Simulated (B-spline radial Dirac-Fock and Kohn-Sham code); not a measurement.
**What relativity does to the binding energies of Ru²⁸⁺**

System: the Ru²⁸⁺ ion in the configuration [Ne] 3s2 3p4.

Both columns are ΔSCF binding energies of the configuration average from a radial B-spline solver: non-relativistic Hartree-Fock with a point nucleus, and Dirac-Fock with a finite nucleus and the Coulomb interaction alone, averaged over the two j levels with weights 2j+1.

| shell | Hartree-Fock (eV) | Dirac-Fock (eV) | shift (eV) | shift (%) |
| --- | --- | --- | --- | --- |
| 1s | 22995.0 | 23603.0 | +608.00 | +2.64 |
| 2s | 4451.6 | 4604.9 | +153.28 | +3.44 |
| 3s | 1655.0 | 1696.9 | +41.95 | +2.53 |
| 3p | 1572.0 | 1588.1 | +16.18 | +1.03 |

Relativity binds 1s, 2s, 3s, 3p more strongly, among those listed most of all 2s in relative terms.

Values without a named source are computed, but for edge energies of neutral atoms, which are taken from tables.
